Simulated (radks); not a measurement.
The nuclear charge of the nickel ion Ni2+ is varied continuously with 26 electrons held in [Ar] 3d8. Calculated with a radial shooting solver on a logarithmic mesh with Libxc functionals: non-relativistic Kohn-Sham, SCAN, spin-polarised, spherical densities, point nucleus; open shells are filled with parallel spins first; meta-GGA in the generalised Kohn-Sham scheme. By the Hellmann-Feynman theorem dE/dZ = E(electron-nucleus)/Z, the electronic potential at the nucleus.

Z     E (hartree)  E(electron-nucleus)/Z (hartree)  HOMO  e(HOMO) (eV)  <r> HOMO (bohr)
27    -1382.53333                         -121.910    3d       -10.926            1.167
27.5  -1444.23175                         -124.881    3d       -18.395            1.058
28    -1507.41147                         -127.836    3d       -27.087           0.9774
28.5  -1572.06621                         -130.780    3d       -36.884           0.9131
29    -1638.19021                         -133.715    3d       -47.710           0.8599

The central difference of E at Z = 28 is -127.834 hartree, to compare with the third column; the second derivative is -5.9 hartree.
